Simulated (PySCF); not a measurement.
**Au: ionisation energy**

Au [Xe] 4f14 5d10 6s1 (2S) → Au⁺ [Xe] 4f14 5d10 (1S), as a difference of total energies. All numbers are calculated (PySCF 2.14, a scalar-relativistic core potential, in aug-cc-pwCVDZ-PP with ECP60MDF (6s6p5d3f, 70 functions)). Correlated levels: valence: 5s2 5p6 frozen. The calculations carry no spin-orbit coupling.

```
           method  ionisation energy (eV)  error (eV)
              UHF                   7.681      -1.545
    MP2 (valence)                   9.109      -0.117
SCS-MP2 (valence)                   8.928      -0.298
   CCSD (valence)                   8.880      -0.346
CCSD(T) (valence)                   8.960      -0.266
```

Reference: 9.226 eV (measured; NIST Atomic Spectra Database, ionization energies).

Errors of the correlated levels include the incompleteness of this basis and the frozen core.
